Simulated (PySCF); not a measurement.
# Bond length, frequency and bond energy of KMg by level of theory

State: ²Σ⁺ (doublet), unpaired electrons σ ↑. Set-up: K 3-21G, Mg 3-21G; no relativity (PySCF 2.14). De refers to K + Mg in their ground configurations, without counterpoise correction. The functionals are run spin-unrestricted. A positive dipole means K(−)Mg(+). Levels whose curve was spin-contaminated or gave no clean fit are not listed.

```csv
Level,Re (Å),ωe (cm⁻¹),De (eV),μ (D)
PBE,3.983,81.1,0.214,-1.70
BP86,4.034,76.3,0.185,-1.71
r²SCAN,4.036,80.2,0.227,-2.36
r²SCANh,4.043,79.0,0.218,-2.34
PBE0,4.033,76.9,0.182,-1.73
M06-2X,3.878,85.6,0.213,-0.79
CAM-B3LYP,4.209,56.1,0.084,-0.65
```

The bond length runs from 3.878 Å (M06-2X) to 4.209 Å (CAM-B3LYP). De spans 0.08 eV (CAM-B3LYP, range-separated hybrid) to 0.23 eV (r²SCAN, meta-GGA).

The bond is weak. Basis-set superposition, not corrected here, can be much of De in a small basis, most of all at correlated wavefunction levels. Functionals without a dispersion term scatter widely for such bonds, and LDA overbinds them. 3-21G is very small, so such numbers show the basis as much as the molecule. The state is the lowest determinant that a PBE0 search found; another state may lie lower at other levels.

The whole job (state search and all levels along the bond) took about 0.99 min on 1 thread of Arm Neoverse V1 (shared host), peak memory 0.39 GiB.
